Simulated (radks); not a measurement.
The numbers below are computed, except where a source is named.
How relativity changes the ionisation of neutral rhenium ([Xe] 4f14 5d5 6s2) to Re+ ([Xe] 4f14 5d5 6s1). Spin-unpolarised spherical Kohn-Sham, PBE, point nucleus unless stated (finite: rms radius 5.3698 fm), a radial shooting solver on a logarithmic mesh with Libxc functionals. A level marked "c x" has the speed of light scaled by that factor and shares open shells by 2j + 1; other Dirac levels either fill j = l - 1/2 first or share by 2j + 1.

[
 {"level": "non-rel.", "E(Re) (hartree)": "-15788.0777", "E(Re+) (hartree)": "-15787.7880", "IE (eV)": "7.883", "HOMO": "6s", "<r> HOMO (bohr)": "3.431"},
 {"level": "scalar-rel.", "E(Re) (hartree)": "-16692.2275", "E(Re+) (hartree)": "-16691.8876", "IE (eV)": "9.248", "HOMO": "5d", "<r> HOMO (bohr)": "1.932"},
 {"level": "scalar-rel., finite nucleus", "E(Re) (hartree)": "-16689.4328", "E(Re+) (hartree)": "-16689.0931", "IE (eV)": "9.245", "HOMO": "5d", "<r> HOMO (bohr)": "1.932"},
 {"level": "Dirac, 2j+1 shares", "E(Re) (hartree)": "-16717.7777", "E(Re+) (hartree)": "-16717.4376", "IE (eV)": "9.255", "HOMO": "5d5/2", "<r> HOMO (bohr)": "1.972"},
 {"level": "Dirac, low j first", "E(Re) (hartree)": "-16717.8420", "E(Re+) (hartree)": "-16717.5054", "IE (eV)": "9.160", "HOMO": "5d5/2", "<r> HOMO (bohr)": "1.990"},
 {"level": "Dirac, 2j+1 shares, finite nucleus", "E(Re) (hartree)": "-16714.9559", "E(Re+) (hartree)": "-16714.6159", "IE (eV)": "9.251", "HOMO": "5d5/2", "<r> HOMO (bohr)": "1.972"},
 {"level": "Dirac, c x 0.75", "E(Re) (hartree)": "-17733.2064", "E(Re+) (hartree)": "-17732.7975", "IE (eV)": "11.127", "HOMO": "5d5/2", "<r> HOMO (bohr)": "2.101"},
 {"level": "Dirac, c x 1.5", "E(Re) (hartree)": "-16164.6069", "E(Re+) (hartree)": "-16164.2982", "IE (eV)": "8.400", "HOMO": "6s1/2", "<r> HOMO (bohr)": "3.280"},
 {"level": "Dirac, c x 5", "E(Re) (hartree)": "-15820.0094", "E(Re+) (hartree)": "-15819.7182", "IE (eV)": "7.925", "HOMO": "6s1/2", "<r> HOMO (bohr)": "3.418"}
]

NIST Atomic Spectra Database: 7.834 eV (measured). The relativistic part of the total energy of Re is -926.9 hartree (Dirac, 2j+1 shares, finite nucleus), 5.9 % of the non-relativistic value. Spin polarisation and multiplet splitting of open shells are left out at every level.

Beside tabulated values, note that relativity, absent from the non-relativistic runs, is large for the heavy elements, and spin-unpolarised runs miss the spin-polarisation part of the exchange energy of open shells.
